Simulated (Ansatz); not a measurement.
Cost and result for the atomization energy of C2H8BrNOSi, SMILES `CO[Si](C)(N)Br` (14 atoms, 13 bonds).

```xyz
14

C    -0.6532   -1.3632    1.4283
O    -0.9877   -0.0580    1.0072
Si   -0.1318    0.7766   -0.1050
C    -0.1632    0.0347   -1.8016
N     1.4880    0.9056    0.4138
Br   -1.2043    2.7360   -0.1740
H     0.4206   -1.4646    1.6154
H    -0.9517   -2.1056    0.6804
H    -1.1936   -1.5693    2.3535
H     0.3750    0.6635   -2.5146
H     0.2992   -0.9560   -1.7976
H    -1.1927   -0.0621   -2.1511
H     1.6920    1.3319    1.3047
H     2.2035    1.1306   -0.2593
```

Total charge 0; spin multiplicity 1. Correlated methods include outer-core shells of Br, which these sets cover unevenly. Scalar relativity is left out up to krypton. Geometry: relaxed with PBE0-D4/def2-TZVP. It is one conformer, not always the lowest. Program: Ansatz. All runs use 2 threads of an AMD EPYC 7R13 on a shared host and a share of an NVIDIA H100 80 GB. Times are those of one run each, without the atoms' runs, and a repeat can differ threefold. Electronic energies, without spin–orbit coupling; frozen cores. CCSD(T)/CBS adds CCSD(T) − MP2 in def2-TZVPP to the MP2 limit, and its time is that of the two runs behind it. T1 = 0.009. With those shells the extrapolation isn't a true limit. B3LYP takes the VWN-RPA correlation (the form of Gaussian; ORCA's B3LYP/G).

CCSD(T)/CBS is a level of theory with its own doubt, some kJ/mol a heavy atom from the limit and from the frozen cores, so smaller differences don't rank the functionals.

```
                             level  functions  wall time
                PBE0-D4/def2-TZVPP        326        2 s
   PBE-D4/def2-TZVPP (with forces)        326      2.5 s
 B3LYP-D4/def2-TZVPP (with forces)        326      2.5 s
r2SCAN-D4/def2-TZVPP (with forces)        326      2.6 s
                 B2PLYP/def2-TZVPP        326      2.7 s
                ωB97X-V/def2-TZVPP        326        3 s
  ωB97M-V/def2-TZVPP (with forces)        326      3.6 s
                CCSD(T)/def2-TZVPP        326        6 s
                    MP2/def2-QZVPP        627      6.5 s
                 CCSD(T)/CBS(def2)          –       13 s
```

Q: What atomization energy does each give, and how far from CCSD(T)/CBS? (Best estimate.)

A: Computed: 
```
                             level  atomization (kJ/mol)  difference from CCSD(T)/CBS  per bond
                PBE0-D4/def2-TZVPP                5249.7                        -18.2      -1.4
   PBE-D4/def2-TZVPP (with forces)                5330.0                         62.1       4.8
 B3LYP-D4/def2-TZVPP (with forces)                5249.2                        -18.7      -1.4
r2SCAN-D4/def2-TZVPP (with forces)                5258.5                         -9.4      -0.7
                 B2PLYP/def2-TZVPP                5191.2                        -76.7      -5.9
                ωB97X-V/def2-TZVPP                5269.0                          1.1       0.1
  ωB97M-V/def2-TZVPP (with forces)                5270.1                          2.2       0.2
                CCSD(T)/def2-TZVPP                5115.2                       -152.7     -11.7
                    MP2/def2-QZVPP                5288.6                         20.7       1.6
                 CCSD(T)/CBS(def2)                5267.9                          0.0       0.0
```

The D4 term adds +56.1 kJ/mol with B3LYP and +30.0 kJ/mol with PBE0; it sums over pairs of atoms, weighted by their polarisabilities, and B3LYP, whose exchange is more repulsive, gets the larger term. In def2-TZVPP, CCSD(T) changes the Hartree–Fock value by +1297.6 kJ/mol (the triples alone add +73.1 kJ/mol) and MP2 by +1380.5 kJ/mol; breaking electron pairs costs correlation energy, which Hartree–Fock lacks. From PBE to PBE0 (25 % exact exchange), in def2-TZVPP and without D4, the atomization energy moves by −75.3 kJ/mol: exact exchange takes away binding that semilocal exchange gives to molecules.
